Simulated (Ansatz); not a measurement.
CdCl2, charge +1, doublet, at a GFN2-xTB geometry (such geometries of metal compounds can be far from the true shape) (a state made from the parent by changing its charge; the spin is typed, not shown lowest) (core potentials on Cd). Base run: B3LYP/def2-TZVP (Ansatz, an electronic-structure program).

Input for Ansatz:
Ansatz 0.2 input:
```yaml
crystal:
  periodic: [false, false, false]
  atoms:
    - {symbol: Cd, position_ang: [-0.45611652, 0.20968775, -0.35721888]}
    - {symbol: Cl, position_ang: [1.81680333, 0.05012491, -0.79008748]}
    - {symbol: Cl, position_ang: [-0.52894491, -0.64218445, 1.79870550]}
basis:
  gaussian:
    orbitals: def2-TZVP
hamiltonian:
  xc: b3lyp
total_charge: 1
magnetization: {spin_polarized: true, initial_magnetization: 1}
```

Variants of this job, named by their change:

```csv
change,basis functions,E (Eh),core-seconds (rough)
base,114,-1087.95314,7
basis = def2-SV(P),60,-1087.59570,6
basis = 3-21G,65,-6358.40479,7
basis = def2-SVP,67,-1087.59663,6
basis = def2-SVPD,88,-1087.60703,10
basis = def2-TZVPD,132,-1087.95410,10
basis = def2-TZVPP,140,-1087.95468,8
basis = def2-QZVP,212,-1087.98835,20
basis = def2-QZVPP,228,-1087.98863,30
```

Totals compare only among sets that treat the same electrons; sets with core potentials leave the core out.
